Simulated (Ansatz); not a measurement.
Basis sets compared for the cluster SeS2. Charge 0, multiplicity 1. Geometry PBE0-D4/def2-TZVP. Ansatz on 4 threads of Arm Neoverse V1 on a shared host; times are rough, and most runs start from earlier orbitals.

```xyz
3

S    -1.671   -0.326   -0.091
S     0.183   -0.393   -0.528
Se    1.488    0.719    0.619
```

The structure comes from a short search, and lower isomers may exist.

Binding counts from free atoms (S triplet, Se triplet) in the same basis, without a counterpoise term.

```
                         level  functions  energy (Eh)  HOMO (eV)  LUMO (eV)  binding per atom (eV)  wall time
               PBE-D4/def2-SVP         68   -3196.6943      -5.96      -4.86                   2.38      0.4 s
PBE-D4/def2-TZVP (with forces)        122   -3197.2791      -6.10      -4.94                   2.52     0.85 s
           r2SCAN-D4/def2-TZVP        122   -3197.8988      -6.37      -5.05                   2.32      1.8 s
              PBE0-D4/def2-SVP         68   -3196.8146      -7.18      -4.38                   2.07     0.55 s
             PBE0-D4/def2-TZVP        122   -3197.3987      -7.25      -4.38                   2.23      1.2 s
```

Problem. Estimate the rows for PBE-D4/def2-TZVPD, r2SCAN-D4/def2-TZVPD, PBE0-D4/def2-TZVPD.

Solution. 
```csv
level,functions,energy (Eh),HOMO (eV),LUMO (eV),binding per atom (eV),wall time
PBE-D4/def2-TZVPD,149,-3197.2819,-6.18,-5.01,2.52,1.1 s
r2SCAN-D4/def2-TZVPD,149,-3197.9011,-6.41,-5.09,2.33,2.8 s
PBE0-D4/def2-TZVPD,149,-3197.4012,-7.30,-4.44,2.24,1.6 s
```
